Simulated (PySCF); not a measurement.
## GeF₄: PBE0 against B3LYP

Base calculation in PySCF with density fitting and no spin–orbit coupling, PBE0/def2-TZVP (no relativity): singlet, Td, Ge–F 1.692 Å (×4); wavenumbers 198 (×2), 267 (×3), 731, 797 (×3) cm⁻¹; gap between the highest occupied and lowest empty levels 10.96 eV, polar-tensor charge of Ge 2.39 e, atomisation energy (no zero-point energy) 1867 kJ/mol.

Q: What changes on going to B3LYP/def2-TZVP (no relativity)?

A: The point group stays the same. Changes: mean bond to Ge +0.010 Å, highest wavenumber -17 cm⁻¹, lowest wavenumber 0 cm⁻¹, gap between the highest occupied and lowest empty levels -0.94 eV, polar-tensor charge of Ge -0.03 e, atomisation energy (no zero-point energy) -8 kJ/mol. The new structure has Ge–F 1.702 Å (×4), with wavenumbers 198 (×2), 266 (×3), 712, 780 (×3) cm⁻¹.

Only the bonding shown was studied: isomers, or loss of a ligand pair, can lie lower.
